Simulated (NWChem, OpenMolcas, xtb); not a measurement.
**InPH4O (SMILES O[PH][InH2]): methods side by side**

InPH4O: 7 atoms, total charge 0, spin state singlet. As SMILES, `O[PH][InH2]`. The coordinates come from a PBE0-D4/def2-TZVP relaxation. This is one conformer, not always the lowest.

Quantity: the HOMO–LUMO gap, in eV. The values are calculated.

```tsv
level	kind	program	value (eV)	CPU time
GFN0-xTB	semi-empirical	xtb	3.24	under 2 s
HF/def2-SVPD (core potential)	Hartree–Fock	OpenMolcas	9.60	14 s
SVWN5/def2-SVPD (core potential)	LDA	NWChem	2.91	29 s
BLYP/def2-SVPD (core potential)	GGA	OpenMolcas	2.93	40 s
PBE/def2-SVPD (core potential)	GGA	OpenMolcas	3.03	36 s
revPBE/def2-SVPD (core potential)	GGA	OpenMolcas	3.09	36 s
TPSS/def2-SVPD (core potential)	meta-GGA	OpenMolcas	3.25	45 s
BHLYP/def2-SVPD (core potential)	global hybrid	OpenMolcas	6.32	30 s
B2PLYP/def2-SVPD (core potential)	double hybrid	OpenMolcas	6.50	24 s
```

The values span 2.91 to 9.60 eV. Orbital gaps aren't excitation energies, and those of double hybrids come from the SCF part alone; they tend to grow with the share of exact exchange. CPU times are rough (shared hosts, several kinds of processor and program).
